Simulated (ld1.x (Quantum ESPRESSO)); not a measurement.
## cerium (Ce) RRKJ: all-electron and pseudo phase curves

```
Element                 : cerium (Ce)
Generator               : ld1.x (Quantum ESPRESSO) 7.5
Type                    : norm-conserving RRKJ (Kleinman–Bylander form)
Functional              : LDA (PZ)
Relativity              : scalar-relativistic
Frozen core             : [Kr] 4d10
Valence charge          : 12
Reference configuration : 4f1 5s2 5p6 5d1 6s0 6p0 (charge +2)
Partial waves           : 5p (bound): rc 2.70 bohr; 5d (bound): rc 2.10 bohr; 4f (bound): rc 0.85 bohr; 5s (bound): rc 1.70 bohr
Local potential         : the s channel
Core correction         : a·sin(br)/r model core inside 0.70 bohr
rho0                    : 0.001
```

The phase is arctan(r·u′/u) with u = r·R(r), unwrapped; energies in Ry, scanned from -6 to 5 Ry. A pole is an energy at which the radial function vanishes at the test radius. The pseudo phase is shifted by a multiple of π to meet the all-electron one at the reference energy, and phase errors are pseudo minus all-electron; the curves can meet again beyond the range given. Levels narrower than the energy grid can be missing from the lists of poles.

| channel | radius (bohr) | reference energy (Ry) | poles, all-electron | poles, pseudo | unbroken range about the reference energy with phases within 0.05 rad | phase error 1 Ry above the reference energy (rad) |
| --- | --- | --- | --- | --- | --- | --- |
| s | 2.95 | -3.94 | -3.84, 2.10 | -3.84, 1.79 | below -1.1 | -0.001 |
| p | 2.95 | -2.65 | -2.41, 3.36 | -2.41, 3.10 | below -0.3 | -0.003 |
| d | 2.95 | -1.10 | -0.27 | -0.28 | below 1.8 | -0.001 |
| f | 2.95 | -1.36 | -1.31, 2.42 | -1.31, 2.65 | below 0.2 | +0.008 |

Phases in the d channel:

| E (Ry) | all-electron | pseudo |
| --- | --- | --- |
| -6.00 | 1.415 | 1.415 |
| -5.74 | 1.410 | 1.410 |
| -5.48 | 1.405 | 1.405 |
| -5.22 | 1.399 | 1.399 |
| -4.96 | 1.393 | 1.393 |
| -4.70 | 1.386 | 1.386 |
| -4.44 | 1.379 | 1.378 |
| -4.18 | 1.370 | 1.369 |
| -3.92 | 1.359 | 1.359 |
| -3.66 | 1.347 | 1.347 |
| -3.40 | 1.332 | 1.332 |
| -3.14 | 1.314 | 1.314 |
| -2.88 | 1.291 | 1.290 |
| -2.62 | 1.260 | 1.260 |
| -2.36 | 1.216 | 1.216 |
| -2.10 | 1.148 | 1.147 |
| -1.84 | 1.026 | 1.025 |
| -1.58 | 0.750 | 0.750 |
| -1.32 | -0.035 | -0.036 |
| -1.06 | -0.981 | -0.981 |
| -0.80 | -1.335 | -1.335 |
| -0.54 | -1.484 | -1.485 |
| -0.28 | -1.569 | -1.570 |
| -0.02 | -1.629 | -1.630 |
| 0.24 | -1.677 | -1.679 |
| 0.50 | -1.723 | -1.726 |
| 0.76 | -1.771 | -1.775 |
| 1.02 | -1.828 | -1.835 |
| 1.28 | -1.904 | -1.915 |
| 1.54 | -2.017 | -2.039 |
| 1.80 | -2.214 | -2.262 |
| 2.06 | -2.610 | -2.723 |
| 2.32 | -3.318 | -3.476 |
| 2.58 | -3.923 | -4.016 |
| 2.84 | -4.224 | -4.274 |
| 3.10 | -4.378 | -4.410 |
| 3.36 | -4.470 | -4.492 |
| 3.62 | -4.530 | -4.547 |
| 3.88 | -4.573 | -4.588 |
| 4.14 | -4.606 | -4.619 |
| 4.40 | -4.633 | -4.644 |
| 4.66 | -4.655 | -4.665 |
| 4.92 | -4.674 | -4.683 |
